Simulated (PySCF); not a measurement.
Ga(Cl)(OH)2 (ClGaH2O2), SMILES [OH][Ga]([OH])[Cl].

Coordinates come from a B3LYP-D3(BJ)/def2-SVP optimisation. One conformer was computed; it need not be the lowest.

Method: B3LYP-D3(BJ)/def2-SVP (PySCF).

Frequencies are harmonic and unscaled.

```
mode  ν (cm⁻¹)  IR (km/mol)  moving atoms (share of kinetic energy)
----  --------  -----------  --------------------------------------
1          148          9.7                O 44 %, Cl 29 %, Ga 20 %
2          175         17.3                 Ga 46 %, O 42 %, Cl 8 %
3          179         23.1                 O 71 %, H 13 %, Ga 11 %
4          324        224.3                           H 92 %, O 8 %
5          345          0.9                           H 91 %, O 9 %
6          420         32.9                        Cl 69 %, Ga 25 %
7          694         60.3                         O 86 %, Ga 13 %
8          743        116.7                         O 74 %, Ga 24 %
9          823         53.2                                  H 92 %
10         850        120.5                           H 89 %, O 8 %
11        3834         83.8                                  H 94 %
12        3843         68.8                                  H 94 %
```
